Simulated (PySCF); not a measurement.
**Correlation energy of Ti+ (titanium, charge +1)**

[Ar] 3d2 4s1, high-spin 4F determinant. All numbers are calculated (PySCF 2.14, the non-relativistic Hamiltonian (point nucleus), in cc-pVTZ). Frozen: [Ar]; 3 electrons correlated.

MP2 pair energies summed by pair of shells (mhartree):

```
 pair  energy  share (%)
3d-4s   -6.17       56.4
3d-3d   -4.78       43.6
```

Total MP2 correlation energy: -10.95 mhartree.

Same-spin part -10.95 and opposite-spin part 0.00 mhartree; SCS-MP2 scales them by 1/3 and 6/5 to -3.65 mhartree.
